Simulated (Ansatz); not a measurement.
`CCCCCCCCCC[S][Ag]` was relaxed with PBE-D4 (def2-SVP) in Ansatz in these states: charge -1 doublet, neutral singlet. The geometries follow in no particular order.

In the def2 sets Ag takes a core potential; there is no spin–orbit coupling.

A:

```xyz
33

C     4.0274    1.1879    2.6886
C     3.5728   -0.2722    2.7632
C     2.0525   -0.4713    2.6767
C     1.4197   -0.0515    1.3460
C    -0.0862   -0.3179    1.2682
C    -0.7226    0.1156   -0.0544
C    -2.2317   -0.1398   -0.1302
C    -2.8840    0.3092   -1.4460
C    -2.4281   -0.4748   -2.6829
C    -3.0554    0.0034   -3.9952
S    -2.5340   -0.9604   -5.4692
Ag   -0.0913   -0.4844   -5.4936
H     5.1269    1.2788    2.8047
H     3.7600    1.6550    1.7190
H     3.5550    1.7968    3.4891
H     4.0605   -0.8523    1.9477
H     3.9411   -0.7202    3.7126
H     1.8191   -1.5440    2.8603
H     1.5622    0.0866    3.5085
H     1.6018    1.0306    1.1620
H     1.9295   -0.5835    0.5110
H    -0.5950    0.2001    2.1148
H    -0.2759   -1.4042    1.4298
H    -0.2114   -0.4022   -0.8947
H    -0.5291    1.2008   -0.2178
H    -2.7242    0.3740    0.7280
H    -2.4240   -1.2276    0.0198
H    -2.6777    1.3940   -1.6006
H    -3.9908    0.2277   -1.3476
H    -1.3237   -0.4130   -2.8061
H    -2.6540   -1.5573   -2.5536
H    -4.1668   -0.0674   -3.9235
H    -2.8230    1.0837   -4.1348
```

B:

```xyz
33

C    -3.196   -3.428   -1.738
C    -1.732   -3.595   -2.154
C    -0.971   -2.277   -2.355
C    -0.798   -1.433   -1.088
C     0.016   -0.154   -1.306
C     0.188    0.691   -0.041
C     1.021    1.959   -0.256
C     1.148    2.862    0.979
C     1.903    2.229    2.153
C     2.013    3.146    3.370
S     2.986    2.482    4.779
Ag    1.949    0.425    5.194
H    -3.708   -4.408   -1.654
H    -3.295   -2.923   -0.755
H    -3.757   -2.822   -2.479
H    -1.198   -4.210   -1.395
H    -1.687   -4.180   -3.098
H     0.036   -2.501   -2.774
H    -1.488   -1.669   -3.132
H    -1.794   -1.159   -0.675
H    -0.308   -2.051   -0.301
H    -0.468    0.461   -2.098
H     1.020   -0.421   -1.710
H     0.653    0.061    0.750
H    -0.815    0.974    0.352
H     0.571    2.546   -1.086
H     2.039    1.674   -0.608
H     0.130    3.166    1.317
H     1.662    3.805    0.687
H     1.395    1.290    2.478
H     2.923    1.923    1.834
H     2.556    4.079    3.095
H     1.006    3.459    3.716
```

**Question.** Judge from the bond lengths which geometry belongs to which state (an estimate).

**Answer.** A is the charge -1 doublet (S11–Ag12 2.489 Å, C9–C10 1.531 Å, C10–H33 1.114 Å); B is the neutral singlet (S11–Ag12 2.340 Å, C9–C10 1.527 Å, C10–H33 1.110 Å).

At PBE-D4/def2-SVP the highest occupied level of the relaxed charge -1 doublet lies above zero (up to 1.27 eV). By energy differences its removal costs 1.03 eV (each at its own geometry, to the charge 0 singlet, at PBE-D4/def2-SVP); self-interaction error and the lack of diffuse functions both raise the level.
